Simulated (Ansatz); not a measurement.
Isolated molecules relaxed with PBE0-D4/def2-TZVP in Ansatz; ΔE leaves out vibrations. CBS: MP2 limit from def2 TZ/QZ plus the TZ coupled-cluster correction, frozen cores. DFT in def2-TZVPP. For Ge outer-core shells are correlated without core-valence functions, which leaves a few kJ/mol of doubt a bond. Scalar relativity is left out up to krypton. One conformer a species, not always the lowest.

Consider the redistribution: `[CH3][GeH]([NH2])[CH]=O` + `NB(N)O` → `[CH3][GeH]([NH2])[NH2]` + `NB(O)C=O`.

`[CH3][GeH]([NH2])[CH]=O`:

```xyz
12

C    -1.366   -0.669   -0.787
Ge   -0.190    0.310    0.404
N     0.633   -0.865    1.560
C     1.151    1.299   -0.729
O     1.064    1.358   -1.927
H    -1.809    0.010   -1.516
H    -2.157   -1.157   -0.217
H    -0.798   -1.427   -1.328
H    -0.912    1.339    1.299
H     1.244   -1.541    1.123
H     1.118   -0.439    2.336
H     2.022    1.784   -0.219
```

`NB(N)O`:

Z-matrix (Å, degrees):
```
N
B 1 1.423
H 1 1.003 2 123.7
H 1 1.003 2 123.0 3 -179.9
N 2 1.415 1 121.8 3 179.9
O 2 1.383 1 121.9 3 -0.1
H 5 1.003 2 121.0 1 180.0
H 5 1.002 2 124.5 1 -0.1
H 6 0.957 2 113.8 1 -0.1
```

`[CH3][GeH]([NH2])[NH2]`:

```xyz
12

C    -1.314    0.026    1.061
Ge    0.201    0.423   -0.085
N     1.743   -0.251    0.651
N    -0.140   -0.432   -1.686
H    -2.237    0.439    0.649
H    -1.428   -1.055    1.157
H    -1.152    0.451    2.052
H     0.457    1.946   -0.217
H     2.587    0.225    0.371
H     1.867   -1.245    0.513
H    -1.084   -0.319   -2.031
H     0.501   -0.210   -2.436
```

`NB(O)C=O`:

```xyz
9

N     0.934    0.702    0.480
B     0.130   -0.246   -0.149
O     0.542   -1.357   -0.827
C    -1.455   -0.006   -0.066
O    -1.929    0.948    0.510
H     1.937    0.704    0.524
H     0.488    1.476    0.946
H     1.493   -1.484   -0.866
H    -2.140   -0.739   -0.552
```

| level | ΔE (kcal/mol) | difference from CCSD(T)/CBS |
| --- | --- | --- |
| PBE0-D4 | 10.0 | 1.1 |
| ωB97M-V | 9.5 | 0.6 |
| B2PLYP | 9.4 | 0.5 |
| PBE | 10.0 | 1.1 |
| PBE0 | 10.1 | 1.2 |
| MP2/def2-TZVPP | 8.7 | -0.2 |
| SCS-MP2/def2-TZVPP | 8.4 | -0.5 |
| CCSD/def2-TZVPP | 8.8 | -0.1 |
| HF/CBS(def2) | 9.8 | 0.9 |
| CCSD/CBS(def2) | 9.2 | 0.3 |
| CCSD(T)/CBS | 8.9 | 0 |

Largest T1 diagnostic among the species: 0.014.

In def2-TZVPP, CCSD(T) changes the Hartree–Fock value by −1.1 kcal/mol (the triples alone add −0.2 kcal/mol) and MP2 by −1.0 kcal/mol.
